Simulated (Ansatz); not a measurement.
`N[SiH2]C(O)O`, relaxed with RKS PBE0-D4/def2-TZVP in Ansatz 0.2.0 from a PBE-D4/def2-SVP geometry. The force threshold is 0.005 eV/Å; the program also tests the step.

Total charge 0; spin multiplicity 1.

Start:

```xyz
12

N     0.719    1.359   -0.587
Si    0.737   -0.405   -0.734
C    -0.533   -0.824    0.649
O    -0.228    0.013    1.739
O    -1.798   -0.526    0.061
H     1.582    1.868   -0.801
H    -0.078    1.841   -1.017
H     0.358   -0.950   -2.086
H     2.130   -0.842   -0.378
H    -0.502   -1.868    1.041
H     0.062    0.865    1.321
H    -2.449   -0.530    0.792
```

| step | energy (eV) | largest force (eV/Å) | largest move (Å) |
| --- | --- | --- | --- |
| 1 | -14605.7947 | 0.851 | 0.000 |
| 2 | -14605.8528 | 0.431 | 0.049 |
| 3 | -14605.8691 | 0.121 | 0.060 |
| 4 | -14605.8699 | 0.125 | 0.051 |
| 5 | -14605.8731 | 0.033 | 0.021 |
| 6 | -14605.8734 | 0.012 | 0.007 |
| 7 | -14605.8735 | 0.011 | 0.007 |
| 8 | -14605.8735 | 0.006 | 0.004 |
| 9 | -14605.8735 | 0.005 | 0.002 |
| 10 | -14605.8735 | 0.002 | 0.001 |

End:

```xyz
12

N     0.757    1.369   -0.682
Si    0.726   -0.361   -0.730
C    -0.527   -0.802    0.635
O    -0.253   -0.030    1.774
O    -1.801   -0.513    0.097
H     1.627    1.850   -0.846
H    -0.012    1.878   -1.091
H     0.323   -0.956   -2.033
H     2.087   -0.825   -0.360
H    -0.477   -1.845    0.971
H    -0.003    0.852    1.460
H    -2.448   -0.617    0.804
```

Run time 31 s (4 threads of an Arm Neoverse V2 on a shared host); peak host memory 0.5 GiB.
